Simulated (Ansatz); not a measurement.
Start from `C[CH2][Mg][CH2]C` and change one atom or group to get `C[CH2][Mg][NH2]`.

Ansatz, PBE0-D4/def2-TZVP geometries, multiplicity 1. Each molecule was computed in one conformer, which needn't be the lowest.

| property | `C[CH2][Mg][CH2]C` |
| --- | --- |
| HOMO–LUMO gap (B3LYP/def2-TZVPP) / eV | 4.95 |
| HOMO–LUMO gap (ωB97M-V/def2-TZVPP) / eV | 8.55 |
| LUMO energy (B3LYP/def2-TZVPP) / eV | -0.76 |
| size of the dipole moment (PBE/def2-TZVPP) / D | 0.37 |
| HOMO energy (ωB97M-V/def2-TZVPP) / eV | -8.06 |
| HOMO–LUMO gap (PBE/def2-TZVPP) / eV | 3.60 |

Task: Give the same properties after the change, and the shifts. (Best estimate.)

Result: Computed: 
```tsv
property	`C[CH2][Mg][NH2]`	shift
HOMO–LUMO gap (B3LYP/def2-TZVPP) / eV	5.00	0.05
HOMO–LUMO gap (ωB97M-V/def2-TZVPP) / eV	9.03	0.48
LUMO energy (B3LYP/def2-TZVPP) / eV	-0.91	-0.15
size of the dipole moment (PBE/def2-TZVPP) / D	0.24	-0.13
HOMO energy (ωB97M-V/def2-TZVPP) / eV	-8.55	-0.49
HOMO–LUMO gap (PBE/def2-TZVPP) / eV	3.47	-0.13
```

With PBE0 the HOMO falls by 0.24 eV and the LUMO falls by 0.12 eV, so the gap widens by about 0.12 eV. PBE moves the HOMO by -0.02 eV and ωB97M-V by -0.49 eV. Dipoles are sizes alone; their direction can turn.

B3LYP here is the variant with VWN-RPA as its local correlation; programs differ in this.
